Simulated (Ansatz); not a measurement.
`CO[SiH](Cl)O[SiH3]` + `CC[SiH2]I` → `CO[SiH](Cl)I` + `CC[SiH2]O[SiH3]`  (redistribution)

Computed with Ansatz on PBE0-D4/def2-TZVP structures; ΔE is electronic, products minus reactants. CCSD(T)/CBS adds triple-zeta CCSD(T) − MP2 to the extrapolated MP2 energy (def2 sets, frozen cores). Functionals use def2-TZVPP. B3LYP here is the variant with VWN-RPA as its local correlation; programs differ in this. Elements past krypton have def2 core potentials. For I outer-core shells are correlated without core-valence functions, which leaves a few kJ/mol of doubt a bond. Each species was taken in one conformer, which may not be the lowest.

(1) Is it downhill or uphill in electronic energy at CCSD(T)/CBS, and by how much? (Best estimate.)

(2) What do these levels give: B3LYP-D4, ωB97X-V, PBE, r2SCAN, HF/def2-QZVPP, MP2/CBS(def2)? (Estimate.)

Largest T1 diagnostic among the species: 0.011.

Results:

(1) The calculation gave: Uphill: ΔE = +32.6 kJ/mol.

(2) The calculation gave: B3LYP-D4 30.0, ωB97X-V 32.1, PBE 31.0, r2SCAN 33.3, HF/def2-QZVPP 38.7, MP2/CBS(def2) 31.1 kJ/mol.

In def2-TZVPP, CCSD(T) changes the Hartree–Fock value by −4.8 kJ/mol (the triples alone add −0.8 kJ/mol) and MP2 by −6.3 kJ/mol.
